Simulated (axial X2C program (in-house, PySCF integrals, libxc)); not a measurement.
## Spin–orbit effects down a group: molecules with C, CCSD

Calculated with an in-house all-electron X2C program for linear molecules (integrals from PySCF), spin-free (one-electron X2C) or two-component (2c: spin–orbit coupling with atomic mean-field Coulomb and Gaunt terms, which also bring small scalar terms), in Dyall basis sets with cores contracted in-house; open shells are unrestricted.

Basis sets: C dyall-v3z, O dyall-av3z, S dyall-av3z, Se dyall-cv3z. Frozen shells (counts by l): CO O 1s, C 1s, 10 electrons correlated; CS S 2s1p, C 1s, 10 electrons correlated; CSe Se 3s2p1d, C 1s, 10 electrons correlated. Coupled cluster in natural virtuals with an MP2 remainder. Where the outer core of a metal is frozen, bonds come out longer and ionisation energies lower.

```csv
molecule,spin-free state,Re (Å),ωe (cm⁻¹),De (eV),2c state,Re 2c (Å),ωe 2c (cm⁻¹),De 2c (eV)
CO,"M_S = 0, Λ = 0",1.128,2213.9,10.63,Ω = 0,1.128,2213.8,10.63
CS,"M_S = 0, Λ = 0",1.537,1325.4,6.73,Ω = 0,1.537,1324.9,6.71
CSe,"M_S = 0, Λ = 0",1.672,1079.5,5.56,Ω = 0,1.673,1077.5,5.44
```

Question: Work out the shifts from the spin-free to the two-component result.

Answer: 

```
molecule  2c state  ΔRe (Å)  Δωe (cm⁻¹)  ΔDe (eV)
      CO     Ω = 0    0.000        -0.1      0.00
      CS     Ω = 0    0.000       noise     -0.02
     CSe     Ω = 0    0.001       noise     -0.12
```

Shifts of one unit in the last digit are rounding. Where the truncated virtual spaces of the two runs make Δωe unreliable it is marked noise.

Each entry is the lowest single determinant of a limited PBE0 search at one distance. De goes to single-determinant-based atoms at the same level (for ions the charge split of lowest energy) and is withheld (n/a) where an atom does not fit its ground term or J level. Main or longest-lived isotopes. One determinant is a doubtful description, or other states lie close, for CSe; these need not be ground states, and all values refer to the states named. Some light 2c atoms are not at their ground J level, so De misses part of their lowering (0.04 eV or less).
